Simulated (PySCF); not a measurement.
# Reading the logs of faulty runs: AlBGeH5 cation

Calculated results; nothing here was measured. The program is PySCF 2.14.0, an open-source quantum chemistry code, run on an isolated molecule that a program drew, which may never have been made. The molecule is AlBGeH5 cation (charge +1, singlet), drawn as the SMILES string `[BH2][GeH2][AlH+]`.

Each row is a Hartree-Fock (HF) and frozen-core CCSD(T) single point in the cc-pV(D+d)Z basis, meant for a local HF minimum. Run 1 is clean. Each other run has one planted mistake out of seven kinds, and not every kind appears here: one electron removed, one electron added, multiplicity raised by two, geometry at a saddle point, minimal basis STO-3G, one bond length entered in bohr, all coordinates scaled. The reference is restricted for singlets and unrestricted otherwise, and also for a bond in bohr. Adding or removing an electron swaps singlet and doublet. Electrons count all cores. HOMO and LUMO are orbital energies over both spins, the gradient is its largest component, and the lowest frequency (negative if imaginary) is given only where the gradient is small. Bond lengths are over the 7 bonds as drawn. T1 is the CCSD diagnostic: over 0.02 (restricted) or 0.045 (unrestricted) a single reference is doubtful. Germanium has the cc-pVDZ-PP basis, with a core potential (ECP10MDF) in place of its 10 inner electrons, and its 3s, 3p and 3d shells are frozen in CCSD(T).

Geometry of the clean run:
```xyz
8
AlBGeH5 cation, angstrom
B    -0.0012   -3.0426    0.6445
Ge   -1.5932   -2.3677   -0.5387
Al   -0.9921   -0.0405   -1.3895
H    -0.0113   -2.7960    1.8091
H     0.8919   -3.6282    0.1185
H    -2.9147   -2.0454    0.1543
H    -1.8368   -3.0644   -1.8751
H    -0.6667    1.3838   -1.9332
```

| run | electrons | basis functions | <S^2> | HOMO (eV) | LUMO (eV) | gradient (hartree/bohr) | lowest frequency (cm^-1) | mean bond (Å) | longest bond (Å) | T1 | HF (hartree) | CCSD(T) (hartree) | mistake |
|---|---|---|---|---|---|---|---|---|---|---|---|---|---|
| 1 | 54 | 85 | 0.000 | -15.20 | -4.61 | 2.4e-05 | 33 | 1.6626 | 2.550 | 0.0140 | -562.60221 | -562.87791 | no fault |
| 2 | 54 | 85 | 0.000 | -15.79 | -4.73 | 7.9e-02 | - | 1.5013 | 2.302 | 0.0142 | -562.53756 | -562.81028 | all coordinates scaled |
| 3 | 54 | 85 | 2.039 | -11.60 | -7.53 | 3.3e-02 | - | 1.6626 | 2.550 | 0.0495 | -562.47582 | -562.74388 | multiplicity raised by two |
| 4 | 53 | 85 | 0.809 | -21.11 | -13.26 | 6.1e-02 | - | 1.6626 | 2.550 | 0.0253 | -562.07848 | -562.32949 | ? |

**Which mistake was planted in run 4, and what did it cost?**

It counts 53 electrons, one fewer than the clean run, at the same geometry and basis. So the mistake is: one electron removed. Subtracting run 1 and multiplying by 627.51 kcal/mol a hartree, the energy moved by 328.6 kcal/mol in HF and 344.1 kcal/mol in CCSD(T).

Cautions from the logs. Run 3: T1 is over the limit, so its CCSD(T) energy is less reliable.
